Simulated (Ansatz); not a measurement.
Reaction (ligand exchange at the Si–O bond): `O[SiH2][GeH3]` + `C=N` → `C=N[SiH2][GeH3]` + H₂O

Program: Ansatz. Geometries: PBE0-D4/def2-TZVP. ΔE: electronic, gas phase. CBS: MP2 limit from def2 TZ/QZ plus the TZ coupled-cluster correction, frozen cores. This one scheme is used for every species. For Ge outer-core shells are correlated without core-valence functions, which leaves a few kJ/mol of doubt a bond. Scalar relativity is left out up to krypton. One conformer a species, not always the lowest.

| species | CCSD(T)/def2-TZVPP energy (Eh) |
| --- | --- |
| `O[SiH2][GeH3]` | -2443.43257 |
| `C=N` | -94.47530 |
| `C=N[SiH2][GeH3]` | -2461.55300 |
| H₂O | -76.33701 |

Work out ΔE.

ΔE = (-2461.55300) + (-76.33701) − (-2443.43257) − (-94.47530) = 0.01786 Eh = +46.9 kJ/mol. CCSD(T)/CBS gives +44.2 kJ/mol.

Largest T1 diagnostic among the species: 0.013.

The D4 term adds −6.1 kJ/mol with B3LYP and −3.5 kJ/mol with PBE0; it sums over pairs of atoms, weighted by their polarisabilities, and B3LYP, whose exchange is more repulsive, gets the larger term. In def2-TZVPP, CCSD(T) changes the Hartree–Fock value by −10.7 kJ/mol (the triples alone add −2.4 kJ/mol) and MP2 by −14.4 kJ/mol.

B3LYP here is the variant with VWN-RPA as its local correlation; programs differ in this.
